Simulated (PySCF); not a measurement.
**Question.** Give a PBE0-D3(BJ)/def2-SVP geometry of `C(CCCC)I`.

**Answer.** 
```xyz
17
C5H11I angstrom
C      2.6711    0.1367   -0.3354
C      1.3957   -0.3115    0.3600
C      0.1322    0.0559   -0.4057
C     -1.1429   -0.4157    0.2758
C     -2.4240   -0.0809   -0.4544
I     -2.8516    2.0443   -0.5257
H      2.7788   -0.3428   -1.3215
H      3.5653   -0.1133    0.2548
H      2.6739    1.2265   -0.4986
H      1.3472    0.1339    1.3693
H      1.4234   -1.4045    0.5174
H      0.0890    1.1512   -0.5384
H      0.1800   -0.3697   -1.4246
H     -1.1175   -1.5178    0.3727
H     -1.1886   -0.0229    1.3058
H     -3.3064   -0.5161    0.0300
H     -2.4011   -0.3944   -1.5066
```

Orientation and origin are arbitrary. Atoms count from 1 in this order. Of the pairs four or more bonds apart, I6···H12 is among the closest relative to their van der Waals radii: 3.07 Å, 97 % of the sum of Bondi's values.

Bonds between heavy atoms (Å): C1–C2 1.520, C2–C3 1.522, C3–C4 1.521, C4–C5 1.512, C5–I6 2.169.

Computed with PBE0-D3(BJ)/def2-SVP geometry optimisation, gas phase, def2 core potentials past Kr (PySCF 2.14.0).

Point group: C1 (no symmetry element, even within 0.4 Å). Not checked by PBE0-D3(BJ)/def2-SVP frequencies. One conformer, not necessarily the lowest (C1–C2–C3–C4 179°, C2–C3–C4–C5 180°, C3–C4–C5–I6 -67°).

On Arm Neoverse V2, one thread, on a shared host, this took 46 s wall and 0.61 GiB of memory at its peak. This is the geometry optimisation.
